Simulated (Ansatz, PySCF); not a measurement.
C2H6AlSi, SMILES `C=[CH][Al-][SiH3]` (excited triplet; C–C–Al–Si torsion 180°) (charge -1, multiplicity 3). This triplet is an excited state, 0.70 eV above the relaxed singlet at the level B3LYP-D3(BJ)/def2-TZVPD (PySCF).

Method: r2SCAN0/aug-cc-pVTZ // B3LYP-D3(BJ)/def2-TZVPD (Ansatz, a program for electronic structure).

Ansatz 0.2 input:
```yaml
crystal:
  periodic: [false, false, false]
  atoms:
    - { symbol: C, position_ang: [2.659758, -0.351997, -0.02446] }
    - { symbol: C, position_ang: [1.327853, -0.13045, -0.040106] }
    - { symbol: Al, position_ang: [-0.023259, -0.264859, 1.384378] }
    - { symbol: Si, position_ang: [-2.360465, 0.26782, 0.810873] }
    - { symbol: H, position_ang: [3.178987, -0.660957, 0.880678] }
    - { symbol: H, position_ang: [3.291127, -0.237261, -0.905119] }
    - { symbol: H, position_ang: [0.93042, 0.176021, -1.015494] }
    - { symbol: H, position_ang: [-2.693357, 1.670072, 0.357172] }
    - { symbol: H, position_ang: [-3.043304, -0.553665, -0.257479] }
    - { symbol: H, position_ang: [-3.26775, 0.08528, 1.994517] }
basis:
  gaussian: { orbitals: aug-cc-pVTZ }
hamiltonian:
  xc: r2scan0
total_charge: -1
magnetization:
  spin_polarized: true
  initial_magnetization: 2
```

Output:

```
Functional definition: r2SCAN0
1487 factors; their error is unknown
mean field evaluation 1: about -16635.1831 eV, gradient 3.6e1 eV
mean field evaluation 2: about -16586.6888 eV, gradient 7.6e1 eV
mean field evaluation 4: about -16643.0027 eV, gradient 4.1e0 eV
mean field evaluation 8: about -16643.1880 eV, gradient 1.9e-1 eV
mean field evaluation 16: about -16643.2440 eV, gradient 1.2e-2 eV
mean field -16643.24404275 eV, -611.6279373751 hartree, gradient 7.2e-5 eV, S^2 2.023618; 0 other end points of the search recorded, 0 dependent functions left out
reference -16643.24410836 eV, -611.6279397862 hartree; 24, 22 occupied and 306, 308 virtual orbitals, 1487 factors
Total energy: -16643.24410836 eV, -611.6279397862 hartree
```
